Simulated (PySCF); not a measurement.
**Correlation energy of Ge(3+) (germanium, charge +3)**

[Ar] 3d10 4s1, 2S determinant. All numbers are calculated (PySCF 2.14, scalar relativity by spin-free X2C-1e, in x2c-TZVPPall with one added diffuse shell each of s, p, d type (7s6p5d1f, 57 functions)). Frozen: [Ne]; 19 electrons correlated.

```tsv
level	correlation energy (mhartree)
CCSD	-234.68
(T)	-4.37
CCSD(T)	-239.05
```

Diagnostics: T1 = 0.0058, D1 = 0.0117, largest double amplitude 0.010.

**Question.** Is a single reference adequate?

**Answer.** Yes, within this model without spin-orbit coupling: T1 lies below 0.03 and no double amplitude reaches 0.07.

This basis was not built for core-valence correlation, so the inner-shell part is incomplete.
